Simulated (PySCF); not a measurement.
**Eu(SH)3 at several levels of theory**

Computed with PySCF 2.14.0 (density fitting, no spin-orbit coupling) at the geometry relaxed with PBE0:

```xyz
7
Eu(SH)3 (singlet in the valence; each metal's 4f electrons, 6 of them, lie in its core potential, out of spins and levels)
Eu    0.0000    0.0000    0.9128
S     2.5799   -0.4061    0.9716
H     2.9027    0.9094    0.9651
S    -0.9382    2.4373    0.9716
H    -2.2389    2.0591    0.9651
S    -1.6417   -2.0312    0.9716
H    -0.6638   -2.9685    0.9651
```

| level | basis | state | HOMO (eV) | gap (eV) | charge on Eu1 (e) | population of f-type functions on Eu1 (polarisation alone where 4f lies in the core) | dipole about the centre of mass (D) | largest force component (eV/Å) |
| --- | --- | --- | --- | --- | --- | --- | --- | --- |
| PBE0 | Eu lcecp-1-SVP with ECP52, S def2-SVP, H def2-SVP | singlet | -7.37 | 4.93 | 0.85 | 0.04 | 0.37 | 0.01 |
| B3LYP | the same | singlet | -7.07 | 4.35 | 0.76 | 0.04 | 0.36 | 0.20 |
| PBE0 | Eu lcecp-1-TZVP with ECP52, S def2-TZVP, H def2-TZVP | singlet | -7.44 | 4.99 | 1.26 | 0.05 | 0.37 | 0.21 |

In the lcecp rows the 4f levels are missing from HOMO and gap, and the state counts the valence alone.

Charges are Mulliken's, which hang on the basis. The relaxation used the grid (50, 194), these runs (75, 302) or, all-electron (x2c bases, spin-free X2C Hamiltonian), (99, 590).

Question: What does r2SCAN with Eu lcecp-1-SVP with ECP52, S def2-SVP, H def2-SVP give here?

Answer: state singlet, HOMO (eV) -6.50, gap (eV) 3.66, charge on Eu1 (e) 0.85, population of f-type functions on Eu1 (polarisation alone where 4f lies in the core) 0.04, dipole about the centre of mass (D) 0.37, largest force component (eV/Å) 0.09. Time: 8.2 s on 2 threads of Arm Neoverse V2, on a shared host, from an already converged density.

In the first row's basis the gap widens with exact exchange: 3.7 eV for r2SCAN (none); 4.3 to 4.9 eV for B3LYP, PBE0 (a fixed share).

An lcecp potential fixes the number of 4f electrons, so in runs with it no electron can move into or out of that shell.
